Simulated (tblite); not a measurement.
A geometry optimisation, step by step.

Species: CH10N4Si3.
Bonds: N1–C2 (triple), C2–Si3, Si3–N4, N4–Si5, N4–Si6, Si6–N7, Si6–N8. Hydrogens: H9, H10 on Si3; H11, H12, H13 on Si5; H14 on Si6; H15, H16 on N7; H17, H18 on N8.

Computed with GFN2-xTB (tblite), gas phase: L-BFGS steps from a force-field or distance-geometry start until the largest atomic force falls under 0.01 eV/Å. 5 of its 257 geometries are shown.

Step 0: E = -655.9085 eV, largest atomic force 6.262 eV/Å
```
atom  x, y, z in Å  |  force x, y, z in eV/Å
N1      2.078    0.316    2.427   -1.888   2.113  -3.185
C2      1.586    0.841    1.483    2.482  -2.301   5.268
Si3     0.840    1.640    0.054   -1.172   0.249  -1.933
N4      0.365    0.305   -1.065    0.577  -0.588   1.805
Si5     1.780   -0.824   -1.039   -0.215   0.400  -0.134
Si6    -0.955   -0.611   -0.267   -0.407   0.275  -0.425
N7     -2.447   -0.618   -1.258   -0.557   0.561   1.893
N8     -1.195    0.098    1.353   -0.645  -0.928  -0.692
H9     -0.340    2.355    0.521    0.039   0.235  -0.122
H10     1.844    2.498   -0.544    0.133   0.056  -0.236
H11     2.687   -0.532   -2.143   -0.171   0.098  -0.033
H12     1.247   -2.181   -1.036    0.321  -0.039  -0.323
H13     2.448   -0.605    0.264    0.189  -0.491  -0.765
H14    -0.584   -2.023   -0.062   -0.394   0.314   0.096
H15    -2.878    0.348   -1.182    0.416  -1.600  -0.373
H16    -3.101   -1.291   -0.755    0.827   1.212  -1.095
H17    -1.595   -0.645    1.963    0.233   1.320  -0.350
H18    -1.787    0.937    1.274    0.232  -0.885   0.601
```

Step 64: E = -657.6777 eV, largest atomic force 0.075 eV/Å
```
atom  x, y, z in Å  |  force x, y, z in eV/Å
N1      1.873    1.421    3.026   -0.003  -0.017   0.034
C2      1.497    1.465    1.945    0.004  -0.014   0.010
Si3     0.858    1.518    0.186   -0.010   0.007  -0.056
N4      0.505   -0.084   -0.344    0.010   0.006  -0.022
Si5     1.668   -0.980   -1.289   -0.002   0.016   0.025
Si6    -1.047   -0.827    0.050    0.044  -0.008  -0.003
N7     -2.047   -0.496   -1.309   -0.012   0.000   0.030
N8     -1.689   -0.287    1.559   -0.035   0.007  -0.060
H9     -0.352    2.349    0.248   -0.008  -0.007  -0.017
H10     1.905    2.121   -0.636    0.012  -0.003   0.006
H11     2.042   -0.164   -2.447    0.026   0.020   0.005
H12     1.024   -2.212   -1.721    0.007  -0.043  -0.021
H13     2.837   -1.254   -0.446    0.001   0.019  -0.018
H14    -0.877   -2.267    0.178   -0.010   0.011   0.014
H15    -2.017    0.413   -1.739    0.020   0.007  -0.008
H16    -2.988   -0.847   -1.301   -0.057  -0.006   0.007
H17    -1.175   -0.520    2.391    0.027  -0.004   0.070
H18    -2.027    0.659    1.635   -0.015   0.007   0.006
```

Step 128: E = -657.7725 eV, largest atomic force 0.126 eV/Å
```
atom  x, y, z in Å  |  force x, y, z in eV/Å
N1      1.116    1.362    3.145    0.003   0.005   0.126
C2      1.050    1.453    2.005    0.025   0.001  -0.124
Si3     0.916    1.529    0.138    0.027  -0.028   0.013
N4      0.566   -0.076   -0.396    0.055  -0.033  -0.023
Si5     1.642   -0.938   -1.461   -0.050   0.041   0.007
Si6    -0.944   -0.816    0.144    0.036   0.046   0.014
N7     -2.096   -0.266   -1.010   -0.025   0.005  -0.044
N8     -1.570   -0.285    1.653   -0.024   0.033   0.007
H9     -0.163    2.476   -0.143   -0.044   0.028  -0.023
H10     2.210    1.954   -0.390    0.021   0.003   0.032
H11     2.037   -0.024   -2.535    0.019   0.019  -0.017
H12     0.906   -2.067   -2.024   -0.027  -0.021  -0.007
H13     2.815   -1.404   -0.719    0.027   0.004   0.025
H14    -0.663   -2.240    0.306   -0.035  -0.034  -0.012
H15    -1.806   -0.227   -1.975   -0.041  -0.048   0.028
H16    -3.046   -0.593   -0.939    0.038   0.004  -0.001
H17    -1.050   -0.486    2.490    0.013  -0.001  -0.027
H18    -1.929    0.655    1.698   -0.018  -0.026   0.028
```

Step 192: E = -657.7873 eV, largest atomic force 0.015 eV/Å
```
atom  x, y, z in Å  |  force x, y, z in eV/Å
N1      0.829    1.510    3.212    0.004  -0.003  -0.003
C2      0.914    1.497    2.069    0.001   0.003   0.011
Si3     1.060    1.490    0.203   -0.005  -0.008  -0.001
N4      0.610   -0.080   -0.359   -0.010  -0.003   0.000
Si5     1.557   -0.869   -1.590    0.010   0.000   0.003
Si6    -0.899   -0.820    0.186   -0.009   0.002   0.003
N7     -2.067   -0.383   -1.004    0.010   0.000   0.000
N8     -1.574   -0.258    1.661    0.003   0.004  -0.003
H9      0.170    2.555   -0.274    0.002  -0.001   0.003
H10     2.472    1.738   -0.085    0.000   0.000  -0.003
H11     1.895    0.115   -2.623   -0.005   0.002  -0.005
H12     0.748   -1.940   -2.171   -0.003   0.004   0.008
H13     2.775   -1.408   -0.980    0.001   0.002  -0.006
H14    -0.593   -2.235    0.406   -0.004   0.014   0.002
H15    -1.816   -0.507   -1.971    0.004  -0.009   0.003
H16    -3.016   -0.684   -0.852    0.002   0.001   0.004
H17    -1.024   -0.342    2.499   -0.007  -0.003  -0.010
H18    -2.050    0.628    1.661    0.005  -0.005  -0.006
```

Step 256: E = -657.8024 eV, largest atomic force 0.010 eV/Å
```
atom  x, y, z in Å  |  force x, y, z in eV/Å
N1      0.969    1.106    3.398    0.001   0.001  -0.008
C2      1.071    1.205    2.260   -0.003   0.002   0.002
Si3     1.226    1.382    0.404    0.000  -0.005   0.000
N4      0.630   -0.075   -0.304   -0.002   0.000   0.001
Si5     1.407   -0.732   -1.716    0.000  -0.002  -0.002
Si6    -0.905   -0.763    0.238   -0.001  -0.001  -0.002
N7     -1.967   -0.643   -1.114    0.000  -0.002   0.002
N8     -1.742    0.073    1.481   -0.004  -0.002   0.001
H9      0.442    2.573    0.051    0.003   0.003  -0.001
H10     2.652    1.531    0.120    0.003   0.003   0.004
H11     1.130    0.118   -2.880   -0.004   0.000  -0.002
H12     0.866   -2.074   -1.931    0.007   0.000   0.007
H13     2.846   -0.779   -1.461   -0.001   0.000   0.000
H14    -0.582   -2.084    0.780   -0.006   0.001  -0.001
H15    -1.630   -0.983   -1.999    0.000   0.003  -0.008
H16    -2.920   -0.934   -0.973    0.003   0.000   0.005
H17    -1.304    0.148    2.384    0.003  -0.005   0.000
H18    -2.200    0.938    1.249    0.001   0.002   0.003
```

Question: Summarise the path.

Answer: The energy falls by 182.74 kJ/mol from step 0 to step 256; nine tenths of that is first reached at step 37. It rises by more than 0.2 meV at steps 1 and 120. The largest force goes from 6.262 to 0.010 eV/Å. Among the bonds Si3–N4 changes most, from 1.805 to 1.726 Å; the atoms move by 1.124 Å rms after alignment.

What follows is the cost of the whole relaxation. Time: 2.5 s wall. Hardware: one thread of an Arm Neoverse V1, shared host with 32 logical CPUs at a one-minute load of 10.
